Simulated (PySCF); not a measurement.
BCl, charge -1, doublet, geometry from GFN2-xTB (the spin is typed, not shown lowest) (in this run its highest filled SCF level lies above zero, so its values depend strongly on the basis, on diffuse functions most of all); B3LYP5/def2-SVP in PySCF.

Here is a job for PySCF.
```python
from pyscf import gto, scf, dft

mol = gto.M(
    atom='''
B    -0.000000   -0.000000   -1.579667
Cl    0.000000    0.000000    0.464608
''',
    basis='def2-svp',
    charge=-1,
    spin=1,
    verbose=4,
)

mf = dft.UKS(mol)
mf.xc = 'b3lyp5'
mf.kernel()
mf.analyze()
```

It wrote (shortened):

```
PySCF version 2.14.0

[INPUT] verbose = 4
[INPUT] num. atoms = 2
[INPUT] num. electrons = 23
[INPUT] charge = -1
[INPUT] spin (= nelec alpha-beta = 2S) = 1
[INPUT] symmetry False subgroup None
[INPUT] Mole.unit = angstrom
[INPUT] Symbol           X                Y                Z      unit          X                Y                Z       unit  Magmom
[INPUT]  1 B      0.000000000000   0.000000000000  -1.579667000000 AA    0.000000000000   0.000000000000  -2.985137998013 Bohr   0.0
[INPUT]  2 Cl     0.000000000000   0.000000000000   0.464608000000 AA    0.000000000000   0.000000000000   0.877981875282 Bohr   0.0

nuclear repulsion = 22.0029413499651
number of shells = 14
number of NR pGTOs = 60
number of NR cGTOs = 32
basis = def2-svp
ecp = {}

******** <class 'pyscf.dft.uks.UKS'> ********
method = UKS
initial guess = minao
damping factor = 0
level_shift factor = 0
DIIS = <class 'pyscf.scf.diis.CDIIS'>
diis_start_cycle = 1
diis_space = 8
diis_damp = 0
SCF conv_tol = 1e-09
SCF conv_tol_grad = None
SCF max_cycles = 50
direct_scf = True
direct_scf_tol = 1e-13
number electrons alpha = 12  beta = 11
XC library pyscf.dft.libxc version 7.1.2
    S. Lehtola, C. Steigemann, M. J. T. Oliveira, and M. A. L. Marques,  SoftwareX 7, 1–5 (2018)
XC functionals = b3lyp5
    P. A. M. Dirac,  Math. Proc. Cambridge Philos. Soc. 26, 376 (1930)
    F. Bloch,  Z. Phys. 57, 545 (1929)
    A. D. Becke,  Phys. Rev. A 38, 3098 (1988)
    C. Lee, W. Yang, and R. G. Parr,  Phys. Rev. B 37, 785 (1988)
    B. Miehlich, A. Savin, H. Stoll, and H. Preuss,  Chem. Phys. Lett. 157, 200 (1989)
    S. H. Vosko, L. Wilk, and M. Nusair,  Can. J. Phys. 58, 1200 (1980)
radial grids:
    Treutler-Ahlrichs [JCP 102, 346 (1995); DOI:10.1063/1.469408] (M4) radial grids

becke partition: Becke, JCP 88, 2547 (1988); DOI:10.1063/1.454033
pruning grids: <function nwchem_prune>
grids dens level: 3
symmetrized grids: False
atomic radii adjust function: <function treutler_atomic_radii_adjust>
small_rho_cutoff = 0
Set gradient conv threshold to 3.16228e-05
tot grids = 32928
init E= -484.604213119285

cycle= 1 E= -484.701068500744  delta_E= -0.0969  |g|= 0.204  |ddm|=    1
cycle= 2 E= -484.699247728173  delta_E= 0.00182  |g|= 0.225  |ddm|= 0.607
cycle= 3 E= -484.72727428676  delta_E= -0.028  |g|= 0.0349  |ddm|= 0.302
cycle= 4 E= -484.728351728172  delta_E= -0.00108  |g|= 0.0097  |ddm|= 0.0775
cycle= 5 E= -484.728434032176  delta_E= -8.23e-05  |g|= 0.00197  |ddm|= 0.0164
cycle= 6 E= -484.728438279631  delta_E= -4.25e-06  |g|= 0.000535  |ddm|= 0.00492
cycle= 7 E= -484.72843892722  delta_E= -6.48e-07  |g|= 9.94e-05  |ddm|= 0.00225
cycle= 8 E= -484.72843896145  delta_E= -3.42e-08  |g|= 2.54e-05  |ddm|= 0.000614
cycle= 9 E= -484.728438962659  delta_E= -1.21e-09  |g|= 6.13e-06  |ddm|= 0.000106
cycle= 10 E= -484.728438962744  delta_E= -8.48e-11  |g|= 1.06e-06  |ddm|= 3.04e-05
Extra cycle  E= -484.728438962746  delta_E= -2.67e-12  |g|= 4.84e-07  |ddm|= 4.1e-06
converged SCF energy = -484.728438962746  <S^2> = 0.75401186  2S+1 = 2.0040078
**** SCF Summaries ****
Total Energy =                        -484.728438962746282
Nuclear Repulsion Energy =              22.002941349965148
One-electron Energy =                 -717.540775419111355
Two-electron Energy =                  210.809395106399904
Two-electron Coulomb Energy =          243.166667885045342
DFT Exchange-Correlation Energy =      -32.357272778645445
**** MO energy ****
                             alpha | beta                alpha | beta
MO #1   energy= -101.239636831818  | -101.239200024554  occ= 1 | 1
MO #2   energy= -9.19289834369762  | -9.19248126207906  occ= 1 | 1
MO #3   energy= -6.95792699802366  | -6.95773927121185  occ= 1 | 1
MO #4   energy= -6.95484893674979  | -6.95467057197885  occ= 1 | 1
MO #5   energy= -6.95386397852617  | -6.95238521206334  occ= 1 | 1
MO #6   energy= -6.55561682509208  | -6.54741423280431  occ= 1 | 1
MO #7   energy= -0.551477229743848 | -0.548337428249741 occ= 1 | 1
MO #8   energy= -0.186440446348032 | -0.169417240726772 occ= 1 | 1
MO #9   energy= -0.0852403943441272 | -0.0832693303450101 occ= 1 | 1
MO #10  energy= -0.0840212106658245 | -0.0753463339991383 occ= 1 | 1
MO #11  energy= -0.0174736185736482 | 0.00467734258100916 occ= 1 | 1
MO #12  energy= 0.0973612029754678 | 0.185568264559851  occ= 1 | 0
MO #13  energy= 0.174949929535015  | 0.217387536290379  occ= 0 | 0
MO #14  energy= 0.285660460116288  | 0.298121500016939  occ= 0 | 0
MO #15  energy= 0.423849143469438  | 0.438381732064058  occ= 0 | 0
MO #16  energy= 0.52368380003472   | 0.52852489151581   occ= 0 | 0
MO #17  energy= 0.525163540911559  | 0.55466132630098   occ= 0 | 0
MO #18  energy= 0.548122002243283  | 0.58212216550162   occ= 0 | 0
MO #19  energy= 0.792245464768124  | 0.795214828515589  occ= 0 | 0
MO #20  energy= 0.970611361196873  | 0.971872569644467  occ= 0 | 0

To work with the spin densities directly, `use mulliken_meta_spin()` only printing them here.

 ** Mulliken spin pop alpha/beta on meta-lowdin orthogonal AOs **
 ** Mulliken Spin Density (per AO)  **
spin_pop of  0 B 1s        0.00000
spin_pop of  0 B 2s        0.02488
spin_pop of  0 B 3s       -0.00339
spin_pop of  0 B 2px       0.34681
spin_pop of  0 B 2py       0.59218
spin_pop of  0 B 2pz      -0.01524
spin_pop of  0 B 3px       0.00708
spin_pop of  0 B 3py       0.01215
spin_pop of  0 B 3pz      -0.00129
spin_pop of  0 B 3dxy     -0.00020
spin_pop of  0 B 3dyz      0.00012
spin_pop of  0 B 3dz^2     0.00031
spin_pop of  0 B 3dxz      0.00008
spin_pop of  0 B 3dx2-y2   -0.00001
spin_pop of  1 Cl 1s        0.00000
spin_pop of  1 Cl 2s       -0.00000
spin_pop of  1 Cl 3s        0.00096
spin_pop of  1 Cl 4s       -0.00010
spin_pop of  1 Cl 2px       0.00000
spin_pop of  1 Cl 2py       0.00000
spin_pop of  1 Cl 2pz      -0.00000
spin_pop of  1 Cl 3px       0.01330
spin_pop of  1 Cl 3py       0.02604
spin_pop of  1 Cl 3pz      -0.00590
spin_pop of  1 Cl 4px       0.00001
spin_pop of  1 Cl 4py       0.00003
spin_pop of  1 Cl 4pz       0.00008
spin_pop of  1 Cl 3dxy     -0.00001
spin_pop of  1 Cl 3dyz      0.00138
spin_pop of  1 Cl 3dz^2    -0.00012
spin_pop of  1 Cl 3dxz      0.00080
spin_pop of  1 Cl 3dx2-y2   -0.00000
 ** Mulliken Spin Density (per atom)  **
spin density of  0 B =      0.96351
spin density of  1 Cl =      0.03649
 ** Mulliken pop alpha/beta on meta-lowdin orthogonal AOs **
 ** Mulliken pop       alpha | beta **
pop of  0 B 1s        0.99992 | 0.99992
pop of  0 B 2s        0.93610 | 0.91122
pop of  0 B 3s        0.01755 | 0.02093
pop of  0 B 2px       0.39623 | 0.04942
pop of  0 B 2py       0.63902 | 0.04684
pop of  0 B 2pz       0.28805 | 0.30329
pop of  0 B 3px       0.00782 | 0.00073
pop of  0 B 3py       0.01286 | 0.00071
pop of  0 B 3pz       0.00215 | 0.00344
pop of  0 B 3dxy      0.00013 | 0.00033
pop of  0 B 3dyz      0.00033 | 0.00021
pop of  0 B 3dz^2     0.00141 | 0.00109
pop of  0 B 3dxz      0.00030 | 0.00022
pop of  0 B 3dx2-y2    0.00001 | 0.00002
pop of  1 Cl 1s        1.00000 | 1.00000
pop of  1 Cl 2s        0.99992 | 0.99992
pop of  1 Cl 3s        0.94645 | 0.94549
pop of  1 Cl 4s        0.00156 | 0.00166
pop of  1 Cl 2px       0.99997 | 0.99997
pop of  1 Cl 2py       0.99997 | 0.99997
pop of  1 Cl 2pz       0.99996 | 0.99996
pop of  1 Cl 3px       0.96271 | 0.94941
pop of  1 Cl 3py       0.97807 | 0.95203
pop of  1 Cl 3pz       0.80531 | 0.81121
pop of  1 Cl 4px       0.00013 | 0.00011
pop of  1 Cl 4py       0.00015 | 0.00011
pop of  1 Cl 4pz       0.00031 | 0.00023
pop of  1 Cl 3dxy      0.00000 | 0.00001
pop of  1 Cl 3dyz      0.00151 | 0.00013
pop of  1 Cl 3dz^2     0.00116 | 0.00128
pop of  1 Cl 3dxz      0.00093 | 0.00013
pop of  1 Cl 3dx2-y2    0.00000 | 0.00000
In total            12.00000 | 11.00000
 ** Mulliken atomic charges   ( Nelec_alpha | Nelec_beta ) **
charge of  0B =     -0.64029  (     3.30190      2.33839 )
charge of  1Cl =     -0.35971  (     8.69810      8.66161 )

WARN: System has nonzero charge -1; the dipole moment is origin-dependent.
Location of origin: [0. 0. 0.]

Dipole moment(X, Y, Z, Debye): -0.00000,  0.00000,  5.20260
```
